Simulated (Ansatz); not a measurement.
F3GaH3P (`[F][Ga-]([F])([F])[PH3+]`), 8 atoms. Charge 0, multiplicity 1. Correlated methods include outer-core shells of Ga, which these sets cover unevenly. Scalar relativity is left out up to krypton. All runs use 4 threads of a server CPU on a shared host. Correlated methods freeze the cores.

Problem. Give the basis size and wall time and peak host memory of each of these runs in Ansatz. RKS PBE0-D4/def2-QZVPP energy; RKS SPW92/def2-TZVPP energy; RKS PBE0-D4/def2-TZVP frequencies; RKS ωB97M-V/def2-SVP energy; RHF-CCSD(T)/def2-SVP energy; RHF-MP2/def2-QZVPP energy; RKS BLYP-D4/def2-TZVPP energy; direct RPA on PBE orbitals/def2-TZVPP energy; RKS PBE0-D4/def2-TZVP relaxation (6 steps); RKS B97M-V/def2-TZVPP energy; RKS ωB97M-V/def2-QZVPP energy; RKS PBE-D4/def2-TZVPP energy and forces. (Estimate.)

Solution. Ansatz gave: Other jobs shared the machine, so times are rough.

```json
{"level": "RKS SPW92/def2-TZVPP", "job": "energy", "functions": "225", "wall time": "0.9 s", "peak host memory (GiB)": "0.29"}
{"level": "RKS BLYP-D4/def2-TZVPP", "job": "energy", "functions": "225", "wall time": "1.2 s", "peak host memory (GiB)": "0.3"}
{"level": "RKS PBE-D4/def2-TZVPP", "job": "energy and forces", "functions": "225", "wall time": "1.5 s", "peak host memory (GiB)": "0.3"}
{"level": "RKS ωB97M-V/def2-SVP", "job": "energy", "functions": "107", "wall time": "3.1 s", "peak host memory (GiB)": "0.36"}
{"level": "direct RPA on PBE orbitals/def2-TZVPP", "job": "energy", "functions": "225", "wall time": "3.7 s", "peak host memory (GiB)": "0.51"}
{"level": "RHF-CCSD(T)/def2-SVP", "job": "energy", "functions": "107", "wall time": "4.9 s", "peak host memory (GiB)": "0.52"}
{"level": "RKS PBE0-D4/def2-QZVPP", "job": "energy", "functions": "420", "wall time": "5.5 s", "peak host memory (GiB)": "1.6"}
{"level": "RKS B97M-V/def2-TZVPP", "job": "energy", "functions": "225", "wall time": "5.5 s", "peak host memory (GiB)": "0.38"}
{"level": "RKS ωB97M-V/def2-QZVPP", "job": "energy", "functions": "420", "wall time": "11 s", "peak host memory (GiB)": "1.9"}
{"level": "RHF-MP2/def2-QZVPP", "job": "energy", "functions": "420", "wall time": "12 s", "peak host memory (GiB)": "2.1"}
{"level": "RKS PBE0-D4/def2-TZVP", "job": "relaxation (6 steps)", "functions": "196", "wall time": "15 s", "peak host memory (GiB)": "0.59"}
{"level": "RKS PBE0-D4/def2-TZVP", "job": "frequencies", "functions": "196", "wall time": "71 s", "peak host memory (GiB)": "0.59"}
```
